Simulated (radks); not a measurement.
Values are calculated unless marked as measured or tabulated.
Problem. Coherent X-ray form factor from a spherical all-electron density. Level of theory: scalar-relativistic Kohn-Sham, PBE, spin-unpolarised, spherical densities, point nucleus (a radial shooting solver on a logarithmic mesh with Libxc functionals).

sin(theta)/lambda (1/angstrom)  f0 (electrons)
0.05                                    66.729
0.1                                     63.841
0.15                                    60.514
0.2                                     57.082
0.25                                    53.606
0.3                                     50.193
0.4                                     43.964
0.5                                     38.738
0.6                                     34.375
0.8                                     27.507
1                                       22.578
1.25                                    18.572
1.5                                     16.070
2                                       12.568

The species is in the configuration that NIST lists as its ground one. Which atom or ion scatters so?

Solution. Neutral erbium, [Xe] 4f12 6s2. Extrapolating in s^2 from the first two rows gives f0(0) = 67.7, near the electron count 68; among species with that count, the fall with angle is slower the higher Z, and the table is that of Z = 68; from so few rows the species is fixed only to a neighbour or two.
